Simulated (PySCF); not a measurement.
Job file and geometry (Å, from GFN2-xTB) of an NMR shielding run on `FC1=CC=C[CH+]C1`, [C6H6F]+, PySCF, GIAO PBE0/pcSseg-1 NMR shielding, non-relativistic, gas phase; density fitting, a coarse starting grid and PySCF grid level 2 are the driver's defaults:

```
$ OMP_NUM_THREADS=1 python probes_run.py task.json out

{"job": {"kind": "nmr", "xc": "PBE0", "basis": "pcSseg-1"}, "charge": 1, "multiplicity": 1}
F     -2.019050     1.569172    -0.566546
C     -0.962224     0.855090    -0.279538
C      0.255125     1.459889    -0.068903
C      1.355783     0.663858     0.233788
C      1.255365    -0.734364     0.328800
C      0.057091    -1.353805     0.123452
C     -1.149607    -0.593063    -0.198489
H      0.343371     2.534675    -0.138442
H      2.314939     1.136460     0.398487
H      2.136858    -1.310597     0.566994
H     -0.030431    -2.428841     0.193249
H     -1.606790    -0.969604    -1.131500
H     -1.954820    -0.828383     0.520920
```

Task: What does the program print?

Result: 
```
coarse grid: 11328 points
cycle   1  E = -331.2701639936  dE =  1.489e+00  |g| = 5.038e-01  |ddm| = 3.416e+00
cycle   2  E = -331.2004566744  dE =  6.971e-02  |g| = 7.919e-01  |ddm| = 8.644e-01
cycle   3  E = -331.3222331373  dE = -1.218e-01  |g| = 7.445e-02  |ddm| = 5.358e-01
cycle   4  E = -331.3230829403  dE = -8.498e-04  |g| = 5.184e-02  |ddm| = 1.085e-01
cycle   5  E = -331.3237623924  dE = -6.795e-04  |g| = 1.030e-02  |ddm| = 4.921e-02
cycle   6  E = -331.3237792507  dE = -1.686e-05  |g| = 3.821e-03  |ddm| = 1.060e-02
cycle   7  E = -331.3237823478  dE = -3.097e-06  |g| = 7.068e-04  |ddm| = 3.163e-03
final grid: 111088 points
cycle   8  E = -331.3708282753  dE = -3.165e-05  |g| = 6.467e-03  |ddm| = 3.193e-02
cycle   9  E = -331.3708227467  dE =  5.529e-06  |g| = 8.695e-03  |ddm| = 1.214e-02
cycle  10  E = -331.3708383644  dE = -1.562e-05  |g| = 1.469e-03  |ddm| = 7.216e-03
cycle  11  E = -331.3708387353  dE = -3.709e-07  |g| = 2.216e-04  |ddm| = 1.303e-03
cycle  12  E = -331.3708387426  dE = -7.319e-09  |g| = 1.265e-04  |ddm| = 2.654e-04
cycle  13  E = -331.3708387467  dE = -4.078e-09  |g| = 2.949e-05  |ddm| = 1.189e-04
cycle  14  E = -331.3708387469  dE = -2.212e-10  |g| = 5.494e-06  |ddm| = 3.247e-05
converged SCF energy = -331.3708387469

GIAO shielding tensors (ppm)
atom      isotropic    diamagn.    paramagn.     s11        s22        s33       span
  0 F      146.223     473.054    -326.832    -17.893     67.957    388.604    406.498
  1 C      -29.043     253.533    -282.577   -160.152     -8.935     81.958    242.110
  2 C       57.881     255.698    -197.817    -26.553     32.446    167.749    194.301
  3 C       -2.074     255.435    -257.509   -123.190    -53.256    170.224    293.414
  4 C       46.625     253.381    -206.757    -63.142     22.537    180.479    243.621
  5 C        4.091     256.989    -252.898   -120.769    -35.099    168.140    288.909
  6 C      138.817     255.073    -116.256     99.047    147.186    170.218     71.172
  7 H       23.571      28.497      -4.926     20.633     23.216     26.864      6.230
  8 H       21.901      28.720      -6.820     19.306     20.591     25.805      6.500
  9 H       23.243      29.138      -5.895     20.981     22.757     25.990      5.009
 10 H       22.650      29.102      -6.453     20.672     20.801     26.476      5.804
 11 H       26.413      26.436      -0.024     21.389     25.236     32.613     11.225
 12 H       26.439      26.453      -0.015     21.416     25.239     32.661     11.245
```

Task: Turn these shieldings into chemical shifts. Scale: ¹⁹F (170.95 ppm) against CFCl3; ¹³C (186.93 ppm), ¹H (31.72 ppm) vs TMS (reference shieldings calculated alike).

Result: Averaging equivalent atoms: F 0: 24.7; C 1: 216.0; C 3: 189.0; C 5: 182.8; C 4: 140.3; C 2: 129.0; C 6: 48.1; H 8: 9.82; H 10: 9.07; H 9: 8.47; H 7: 8.15; H 11/12: 5.29 ppm. Unscaled 19F shifts against computed CFCl3 carry errors that often reach 10 to 50 ppm.

Size and cost of the density-fitted run: 149 basis functions, 17 s wall time on 1 thread of an Arm Neoverse V2, shared host; peak memory 0.74 GiB.
